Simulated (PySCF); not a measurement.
## Excited states of Ga³⁺ (gallium, charge +3)

Ground state [Ar] 3d10, ¹S. All numbers are calculated (PySCF 2.14, a scalar-relativistic core potential, in aug-cc-pVDZ-PP with two added diffuse shells each of s, p, d type with ECP10MDF (7s6p5d, 50 functions)). Vertical excitation energies in eV without spin-orbit coupling; excited terms of each kind are numbered among those the solver found. Frozen: 3s2 3p6.

```tsv
term	leading excitation	EOM-EE-CCSD
1 3D	3d → s	20.086
1 1D	3d → s	20.701
1 3P°	3d → p	29.749
1 3F°	3d → p	30.130
1 1F°	3d → p	30.396
1 3D°	3d → p	30.783
1 1D°	3d → p	30.792
1 1P°	3d → p	30.969
1 1G	3d → d	43.086
1 3F	3d → d	43.301
1 1F	3d → d	43.311
2 3D	3d → s	43.831
2 1D	3d → s	43.973
```

The solver can miss terms.
